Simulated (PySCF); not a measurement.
Sn(H)(OH) (H2OSn), SMILES [SnH][OH] (connectivity only; charge and spin as stated), neutral, multiplicity 1.

Geometry optimised at B3LYP-D3(BJ)/def2-TZVP. The def2 effective core potentials stand for the cores of Sn; spin–orbit coupling is left out.

Calculation: IEF-PCM-B3LYP/def2-SVP run with PySCF.

The values are the electrostatic part of the solvation free energy, E(continuum) − E(gas) at the gas-phase geometry, in a cavity of scaled van der Waals radii (PySCF's table); cavitation and dispersion terms are not included. A continuum can't describe solvent molecules that bind to the metal. In vacuum the orbital gap is 4.02 eV. The dipole moment in vacuum is 1.12 D.

Problem. Estimate the values in water (ε = 78.36), chloroform (ε = 4.71), 2-propanol (ε = 19.26). (Estimate from the structure and the level; the computed values follow.)

Solution. 
```
solvent         ε  ΔG(elec) (kcal/mol)  dipole (D)  gap (eV)
----------  -----  -------------------  ----------  --------
water       78.36                 -4.8        1.38      4.20
chloroform   4.71                 -3.4        1.29      4.15
2-propanol  19.26                 -4.5        1.36      4.19
```
